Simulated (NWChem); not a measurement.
Everything below was run with NWChem. System: H₇Si₃, charge 0, spin multiplicity 2, at a geometry optimised with UB3LYP/def2-SVP. The structure started from a generated list of species. Its SCF solution wasn't tested for a lower state. Level: UPBE0/def2-SVPD.

Input file:

```
start mol
memory heap 200 mb stack 900 mb global 1100 mb
geometry units angstroms nocenter noautoz noautosym
  Si     1.932002     0.595320     0.065751
  Si     0.092939    -0.784230    -0.407289
  Si    -1.903934     0.184070     0.392683
  H      3.255340     0.028812    -0.338940
  H      1.793682     1.984878    -0.468546
  H     -0.039062    -1.041797    -1.877880
  H      0.312422    -2.100831     0.265690
  H     -3.071341    -0.694162     0.084377
  H     -2.121630     1.513399    -0.251336
  H     -1.823517     0.377471     1.870604
end
basis spherical
  * library def2-svpd
end
dft
  xc pbe0
  odft
  mult 2
  semidirect memsize 60000000 filesize 0
  iterations 100
end
task dft energy
```

NWChem printed:

```
             Northwest Computational Chemistry Package (NWChem) 7.3.0
             --------------------------------------------------------

                                NWChem Input Module
                                -------------------

 Scaling coordinates for geometry "geometry" by  1.889725989
 (inverse scale =  0.529177249)

                             Geometry "geometry" -> ""
                             -------------------------

 Output coordinates in angstroms (scale by  1.889725989 to convert to a.u.)

  No.       Tag          Charge          X              Y              Z
 ---- ---------------- ---------- -------------- -------------- --------------
    1 Si                  14.0000     1.93200200     0.59532000     0.06575100
    2 Si                  14.0000     0.09293900    -0.78423000    -0.40728900
    3 Si                  14.0000    -1.90393400     0.18407000     0.39268300
    4 H                    1.0000     3.25534000     0.02881200    -0.33894000
    5 H                    1.0000     1.79368200     1.98487800    -0.46854600
    6 H                    1.0000    -0.03906200    -1.04179700    -1.87788000
    7 H                    1.0000     0.31242200    -2.10083100     0.26569000
    8 H                    1.0000    -3.07134100    -0.69416200     0.08437700
    9 H                    1.0000    -2.12163000     1.51339900    -0.25133600
   10 H                    1.0000    -1.82351700     0.37747100     1.87060400

 Effective nuclear repulsion energy (a.u.)     181.6848156125

            Nuclear Dipole moment (a.u.)
            ----------------------------
        X                 Y               Z
 ---------------- ---------------- ----------------
    -0.0000151178     0.0000188973    -0.0000018897


 Summary of "ao basis" -> "" (spherical)
 ------------------------------------------------------------------------------
       Tag                 Description            Shells   Functions and Types
 ---------------- ------------------------------  ------  ---------------------
 *                         def2-svpd                  on all atoms

                                 NWChem DFT Module
                                 -----------------

 Summary of "ao basis" -> "ao basis" (spherical)
 ------------------------------------------------------------------------------
       Tag                 Description            Shells   Functions and Types
 ---------------- ------------------------------  ------  ---------------------
 Si                        def2-svpd                10       24   5s3p2d
 H                         def2-svpd                 4        8   2s2p

 Summary of "ao basis" -> "ao basis" (spherical)
 ------------------------------------------------------------------------------
       Tag                 Description            Shells   Functions and Types
 ---------------- ------------------------------  ------  ---------------------
 Si                        def2-svpd                10       24   5s3p2d
 H                         def2-svpd                 4        8   2s2p

            General Information
            -------------------
          SCF calculation type: DFT
          Wavefunction type:  spin polarized.
          No. of atoms     :    10
          No. of electrons :    49
           Alpha electrons :    25
            Beta electrons :    24
          Charge           :     0
          Spin multiplicity:     2
          Use of symmetry is: off; symmetry adaption is: off
          Maximum number of iterations: 100
          AO basis - number of functions:   128
                     number of shells:    58
          Convergence on energy requested:  1.00D-06
          Convergence on density requested:  1.00D-05
          Convergence on gradient requested:  5.00D-04

              XC Information
              --------------
                         PBE0 Method XC Functional
                     Hartree-Fock (Exact) Exchange  0.250
          PerdewBurkeErnzerhof Exchange Functional  0.750
            Perdew 1991 LDA Correlation Functional  1.000 local
           PerdewBurkeErnz. Correlation Functional  1.000 non-local

             Grid Information
             ----------------
          Grid used for XC integration:  medium
          Radial quadrature: Mura-Knowles
          Angular quadrature: Lebedev.
          Tag              B.-S. Rad. Rad. Pts. Rad. Cut. Ang. Pts.
          ---              ---------- --------- --------- ---------
          Si                  1.10       88          13.0       590
          H                   0.35       45          15.0       434
          Grid pruning is: on
          Number of quadrature shells:   579
          Spatial weights used:  Erf1

          Convergence Information
          -----------------------
          Convergence aids based upon iterative change in
          total energy or number of iterations.
          Levelshifting, if invoked, occurs when the
          HOMO/LUMO gap drops below (HL_TOL):  1.00D-02
          DIIS, if invoked, will attempt to extrapolate
          using up to (NFOCK): 10 stored Fock matrices.

                    Damping( 0%)  Levelshifting(0.5)       DIIS
                  --------------- ------------------- ---------------
          dE  on:    start            ASAP                start
          dE off:    2 iters        100 iters           100 iters

      Screening Tolerance Information
      -------------------------------
          Density screening/tol_rho:  1.00D-10
          AO Gaussian exp screening on grid/accAOfunc:  14
          CD Gaussian exp screening on grid/accCDfunc:  20
[...]
              MO Center=  1.2D-01,  5.9D-02,  3.7D-02, r^2= 7.6D+00
   Bfn.  Coefficient  Atom+Function         Bfn.  Coefficient  Atom+Function
  ----- ------------  ---------------      ----- ------------  ---------------
    52      1.265897   3 Si s                 4      1.110345   1 Si s
    53     -0.949688   3 Si s                 5     -0.921335   1 Si s
    29      0.777328   2 Si s                28     -0.697496   2 Si s
   106     -0.388219   8 H  s                74     -0.377042   4 H  s
    37     -0.366241   2 Si py               13     -0.247874   1 Si py

 Vector   27  Occ=0.000000D+00  E= 3.176387D-03
              MO Center=  1.1D-01, -2.0D-01, -1.8D-01, r^2= 8.7D+00
   Bfn.  Coefficient  Atom+Function         Bfn.  Coefficient  Atom+Function
  ----- ------------  ---------------      ----- ------------  ---------------
    52      1.696255   3 Si s                28      1.431195   2 Si s
    29     -1.401076   2 Si s                53     -1.177214   3 Si s
     5      1.075611   1 Si s                 4     -1.012154   1 Si s
    36      0.369651   2 Si px               98     -0.327705   7 H  s
   122     -0.301733  10 H  s                82      0.269149   5 H  s

 Vector   28  Occ=0.000000D+00  E= 5.010436D-03
              MO Center=  8.2D-02, -2.2D-01, -7.6D-02, r^2= 8.8D+00
   Bfn.  Coefficient  Atom+Function         Bfn.  Coefficient  Atom+Function
  ----- ------------  ---------------      ----- ------------  ---------------
    28      1.850006   2 Si s                29     -1.847256   2 Si s
     4      0.981206   1 Si s                53      0.815841   3 Si s
    52     -0.763605   3 Si s                 5     -0.684521   1 Si s
    90     -0.410262   6 H  s                27      0.238752   2 Si s
    38     -0.232308   2 Si pz               36     -0.216978   2 Si px

                     DFT Final Beta Molecular Orbital Analysis
                     -----------------------------------------

 Vector   22  Occ=1.000000D+00  E=-3.508848D-01
              MO Center= -6.8D-01, -3.1D-01,  2.9D-03, r^2= 5.3D+00
   Bfn.  Coefficient  Atom+Function         Bfn.  Coefficient  Atom+Function
  ----- ------------  ---------------      ----- ------------  ---------------
    38      0.260581   2 Si pz              121     -0.255717  10 H  s
    89     -0.247736   6 H  s                62     -0.225494   3 Si pz
    97      0.216925   7 H  s               113      0.188725   9 H  s
    35      0.187340   2 Si pz               59     -0.183502   3 Si pz
    32     -0.108943   2 Si pz               56      0.105758   3 Si pz

 Vector   23  Occ=1.000000D+00  E=-3.240642D-01
              MO Center=  1.5D-01, -1.8D-01, -1.2D-01, r^2= 4.5D+00
   Bfn.  Coefficient  Atom+Function         Bfn.  Coefficient  Atom+Function
  ----- ------------  ---------------      ----- ------------  ---------------
    37      0.294600   2 Si py               34      0.247251   2 Si py
    97     -0.217697   7 H  s                81     -0.183397   5 H  s
    10     -0.152425   1 Si py               89     -0.153126   6 H  s
    38      0.142529   2 Si pz               13     -0.141306   1 Si py
    31     -0.139742   2 Si py               61     -0.129249   3 Si py

 Vector   24  Occ=1.000000D+00  E=-2.977101D-01
              MO Center= -7.2D-02, -1.8D-01, -6.5D-02, r^2= 4.7D+00
   Bfn.  Coefficient  Atom+Function         Bfn.  Coefficient  Atom+Function
  ----- ------------  ---------------      ----- ------------  ---------------
    36      0.322040   2 Si px               33      0.282936   2 Si px
    60     -0.228494   3 Si px               57     -0.218420   3 Si px
     9     -0.181984   1 Si px               12     -0.167809   1 Si px
    30     -0.156648   2 Si px               73     -0.156720   4 H  s
   105      0.136536   8 H  s                54      0.121175   3 Si px

 Vector   25  Occ=0.000000D+00  E=-9.941737D-02
              MO Center=  1.7D+00,  4.7D-01,  2.1D-01, r^2= 3.4D+00
   Bfn.  Coefficient  Atom+Function         Bfn.  Coefficient  Atom+Function
  ----- ------------  ---------------      ----- ------------  ---------------
    14      0.451855   1 Si pz               11      0.338620   1 Si pz
     3      0.216465   1 Si s                 5      0.187098   1 Si s
     8     -0.184451   1 Si pz               47     -0.141362   2 Si d  1
    90      0.133568   6 H  s                 2      0.131189   1 Si s
    53      0.126408   3 Si s                89      0.118911   6 H  s

 Vector   26  Occ=0.000000D+00  E=-6.619502D-03
              MO Center= -5.1D-02,  9.8D-03,  2.5D-02, r^2= 7.5D+00
   Bfn.  Coefficient  Atom+Function         Bfn.  Coefficient  Atom+Function
  ----- ------------  ---------------      ----- ------------  ---------------
    52      1.479108   3 Si s                53     -1.111515   3 Si s
     4      0.806946   1 Si s                 5     -0.724402   1 Si s
    29      0.645596   2 Si s                28     -0.515810   2 Si s
   106     -0.417833   8 H  s                37     -0.383788   2 Si py
    74     -0.296483   4 H  s                61     -0.243397   3 Si py

 Vector   27  Occ=0.000000D+00  E= 7.515473D-03
              MO Center= -2.8D-01, -1.8D-01, -1.4D-01, r^2= 8.4D+00
   Bfn.  Coefficient  Atom+Function         Bfn.  Coefficient  Atom+Function
  ----- ------------  ---------------      ----- ------------  ---------------
    52      2.029484   3 Si s                53     -1.585985   3 Si s
     5      1.109753   1 Si s                 4     -1.088154   1 Si s
   122     -0.404062  10 H  s                36      0.400168   2 Si px
    29     -0.285203   2 Si s                28      0.280514   2 Si s
   114     -0.246026   9 H  s                82      0.237259   5 H  s

   alpha - beta orbital overlaps
   -----------------------------

   alpha      1      2      3      4      5      6      7      8      9     10
    beta      1      2      3      4      5      6     11      7      8      9
 overlap   1.000  1.000  1.000  1.000  1.000  1.000  0.916  0.979  1.000  0.976

   alpha     11     12     13     14     15     16     17     18     19     20
    beta     10     12     13     14     15     16     17     18     19     20
 overlap   0.842  0.801  0.999  0.999  0.998  0.986  0.967  0.978  0.991  0.966

   alpha     21     22     23     24     25     26     27     28     29     30
    beta     21     22     23     24     25     26     27     28     29     30
 overlap   0.966  0.990  0.987  0.992  0.981  0.989  0.849  0.736  0.818  0.972

   alpha     31     32     33     34     35     36     37     38     39     40
    beta     31     32     33     34     35     36     37     38     39     40
 overlap   0.715  0.700  0.846  0.889  0.820  0.787  0.938  0.956  0.945  0.952

   alpha     41     42     43     44     45     46     47     48     49     50
    beta     41     42     43     44     45     46     47     48     49     50
 overlap   0.930  0.938  0.972  0.917  0.918  0.969  0.966  0.949  0.972  0.984

   alpha     51     52     53     54     55     56     57     58     59     60
    beta     51     52     53     54     55     56     57     58     59     60
 overlap   0.906  0.874  0.947  0.942  0.961  0.965  0.985  0.939  0.947  0.956

   alpha     61     62     63     64     65     66     67     68     69     70
    beta     61     62     63     64     65     66     67     68     69     70
 overlap   0.961  0.940  0.954  0.968  0.975  0.988  0.941  0.928  0.956  0.982

   alpha     71     72     73     74     75     76     77     78     79     80
    beta     71     72     73     74     75     76     77     78     79     80
 overlap   0.982  0.966  0.969  0.990  0.987  0.985  0.983  0.962  0.953  0.952

   alpha     81     82     83     84     85     86     87     88     89     90
    beta     81     82     83     84     85     86     87     88     89     90
 overlap   0.900  0.967  0.955  0.949  0.917  0.921  0.915  0.913  0.882  0.865

   alpha     91     92     93     94     95     96     97     98     99    100
    beta     91     92     93     94     95     96     97     98     99    100
 overlap   0.966  0.877  0.764  0.747  0.964  0.800  0.802  0.995  0.997  0.999

   alpha    101    102    103    104    105    106    107    108    109    110
    beta    101    102    103    104    105    106    107    108    109    110
 overlap   0.995  0.976  0.970  0.989  0.983  0.999  0.999  1.000  1.000  1.000

   alpha    111    112    113    114    115    116    117    118    119    120
    beta    111    112    113    114    115    116    117    118    119    120
 overlap   1.000  0.999  0.999  0.999  0.992  0.987  0.994  1.000  0.997  0.997

   alpha    121    122    123    124    125    126    127    128
    beta    121    122    123    124    125    126    127    128
 overlap   1.000  1.000  0.999  1.000  0.984  0.982  0.998  0.998

     --------------------------
     Expectation value of S2:
     --------------------------
      <S2> =      0.7541 (Exact =     0.7500)

 center of mass
 --------------
 x =   0.03485212 y =  -0.00139380 z =   0.01473070

 moments of inertia (a.u.)
 ------------------
         204.086686834844         -77.193834441998          83.555198343150
         -77.193834441998         907.410684112357         -45.656590816650
          83.555198343150         -45.656590816650         992.723919300809

     Multipole analysis of the density
     ---------------------------------

     L   x y z        total         alpha         beta         nuclear
     -   - - -        -----         -----         ----         -------
     0   0 0 0     -0.000000    -25.000000    -24.000000     49.000000

     1   1 0 0     -0.022678     -1.768514      1.745851     -0.000015
     1   0 1 0     -0.023138     -0.544735      0.521578      0.000019
     1   0 0 1     -0.015646     -0.358559      0.342915     -0.000002

     2   2 0 0    -34.060099   -264.028070   -249.628135    479.596106
     2   1 1 0     -0.006947    -22.542376    -18.341211     40.876641
     2   1 0 1      0.089165     23.603844     26.990583    -50.505262
     2   0 2 0    -33.864277    -65.630839    -62.510913     94.277474
     2   0 1 1     -0.115899    -12.951627    -11.294795     24.130523
     2   0 0 2    -34.041064    -41.223496    -35.822443     43.004875

 Task  times  cpu:       21.3s     wall:       21.3s

 Total times  cpu:       21.3s     wall:       21.3s
```
